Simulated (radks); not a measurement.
The numbers below are computed, except where a source is named.
Coulomb parameter of the 4f shell of neutral neodymium in the model configuration [Xe] 4f2.5 6s2 6p1.5, as a second difference U = [E(n + 0.5) + E(n - 0.5) - 2 E(n)] / (0.5)^2 with all orbitals relaxed. "Bare": the charge of the atom changes with n. "Screened": the 6p shell takes up the change at fixed total charge, which measures U(4f,4f) + U(6p,6p) - 2 U(4f,6p). Level of theory: scalar-relativistic Kohn-Sham, PBEsol, spin-unpolarised, spherical densities, finite nucleus; Fermi nuclear charge, rms radius 4.9123 fm (a radial shooting solver on a logarithmic mesh with Libxc functionals).

| case | configuration | E - E(n) (eV) |
|---|---|---|
| start | [Xe] 4f2.5 6s2 6p1.5 | 0.000 |
| bare +0.5 | [Xe] 4f3 6s2 6p1.5 | -5.693 |
| bare -0.5 | [Xe] 4f2 6s2 6p1.5 | 9.387 |
| screened +0.5 | [Xe] 4f3 6s2 6p1 | -5.049 |
| screened -0.5 | [Xe] 4f2 6s2 6p2 | 7.321 |

U(bare) = 14.774 eV, U(screened by 6p) = 9.086 eV, against the Slater integral F0(4f,4f) = 26.692 eV with frozen orbitals. The step up makes a negative ion, whose loosely bound charge lowers the bare value.
